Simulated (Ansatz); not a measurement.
`[Cl][Zr]([Cl])([Cl])[I]` and `[CH3][Zr]([Cl])([Cl])[Cl]` differ in one atom or group.

Ansatz, PBE0-D4/def2-TZVP geometries, multiplicity 1. 

Elements past krypton have def2 core potentials.

```json
{"property": "ideal-gas entropy at 298 K and 1 bar (rigid rotor, harmonic PBE0-D4/def2-TZVP) / J/(mol·K)", "`[Cl][Zr]([Cl])([Cl])[I]`": "400"}
{"property": "HOMO energy (PBE/def2-TZVPP) / eV", "`[Cl][Zr]([Cl])([Cl])[I]`": "-7.27"}
{"property": "zero-point energy (PBE0-D4/def2-TZVP) / kJ/mol", "`[Cl][Zr]([Cl])([Cl])[I]`": "11.6"}
{"property": "size of the dipole moment (ωB97M-V/def2-TZVPP) / D", "`[Cl][Zr]([Cl])([Cl])[I]`": "0.16"}
{"property": "LUMO energy (PBE0/def2-TZVPP) / eV", "`[Cl][Zr]([Cl])([Cl])[I]`": "-2.76"}
{"property": "LUMO energy (ωB97M-V/def2-TZVPP) / eV", "`[Cl][Zr]([Cl])([Cl])[I]`": "-0.75"}
```

Problem. What does the change do to each property? (An estimate is asked.)

Solution. Ansatz gave: 
```
                                                                                  property  `[CH3][Zr]([Cl])([Cl])[Cl]`  shift
ideal-gas entropy at 298 K and 1 bar (rigid rotor, harmonic PBE0-D4/def2-TZVP) / J/(mol·K)                          395     -5
                                                         HOMO energy (PBE/def2-TZVPP) / eV                        -7.19   0.08
                                            zero-point energy (PBE0-D4/def2-TZVP) / kJ/mol                         99.2   87.6
                                        size of the dipole moment (ωB97M-V/def2-TZVPP) / D                         1.23   1.07
                                                        LUMO energy (PBE0/def2-TZVPP) / eV                        -2.23   0.53
                                                     LUMO energy (ωB97M-V/def2-TZVPP) / eV                        -0.10   0.65
```

With PBE0 the HOMO falls by 0.16 eV and the LUMO rises by 0.53 eV, so the gap widens by about 0.69 eV. PBE moves the HOMO by 0.08 eV and ωB97M-V by -0.39 eV. The zero-point energy changes by 87.6 kJ/mol with +9 modes. Dipoles are sizes alone; their direction can turn.

Spin–orbit coupling is left out; it splits and shifts lone-pair levels of the heavy atoms by tenths of an eV.
